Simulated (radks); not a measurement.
The numbers below are computed, except where a source is named.
Problem. Radial electron density D(r) = 4 pi r^2 rho(r) of an atom or ion with 41 electrons. Code: a radial shooting solver on a logarithmic mesh with Libxc functionals. Model: scalar-relativistic Kohn-Sham, PBE, spin-polarised, spherical densities, finite nucleus; Fermi nuclear charge, rms radius of each element as measured or else 0.836 A^(1/3) + 0.57 fm.

r (bohr),D(r) (e/bohr),spin D(r)
0.003875,8.597,-0.000305
0.004475,10.75,-0.000380
0.005168,13.34,-0.000469
0.006017,16.59,-0.000579
0.006949,20.18,-0.000697
0.008089,24.50,-0.000834
0.009342,29.02,-0.000969
0.01079,33.83,-0.00110
0.01256,38.99,-0.00122
0.01451,43.67,-0.00130
0.01675,47.77,-0.00132
0.0195,51.05,-0.00125
0.02252,52.80,-0.00107
0.02601,53.04,-0.000744
0.03028,51.70,-0.000220
0.03497,49.38,0.000493
0.04039,46.84,0.00151
0.04702,45.09,0.00317
0.0543,45.40,0.00584
0.06271,48.23,0.0106
0.07301,53.63,0.0201
0.08431,59.64,0.0362
0.09737,64.36,0.0636
0.1134,65.57,0.110
0.1309,62.06,0.175
0.1524,54.49,0.265
0.176,46.63,0.367
0.2033,41.59,0.466
0.2366,41.50,0.542
0.2733,45.36,0.555
0.3156,49.39,0.487
0.3674,49.37,0.331
0.4243,43.45,0.147
0.4901,33.39,0.00792
0.5705,22.37,0.0140
0.6589,15.04,0.241
0.7609,11.80,0.700
0.8858,11.40,1.36
1.023,11.57,1.99
1.181,10.75,2.44
1.375,8.642,2.58
1.588,6.178,2.42
1.835,4.005,2.05
2.136,2.396,1.58
2.466,1.478,1.19
2.871,0.9353,0.858
3.316,0.6357,0.618
3.83,0.4318,0.429
4.458,0.2685,0.268
5.149,0.1528,0.153
5.946,0.07511,0.0751
6.923,0.02904,0.0290
7.995,0.009274,0.00927
9.233,0.002230,0.00223
10.75,0.0003484,0.000348

What is the nuclear charge?

Solution. Z = 42. The innermost maximum, from 1s, lies near gamma/Z bohr with gamma = sqrt(1 - (Z/c)^2) = 0.952, here 0.0227 bohr (found: 0.0248), and its height grows with Z. The density is that of the molybdenum ion Mo+ in [Kr] 4d4 5p1; the configuration itself is not fixed sharply by these data, and Z only to a few units. D(r) has 4 maxima, at r = 0.0248, 0.109, 0.342, 0.999 bohr, and minima at 0.0497, 0.220, 0.844 bohr, inside which lie 2.03, 11.11, 29.29 electrons.
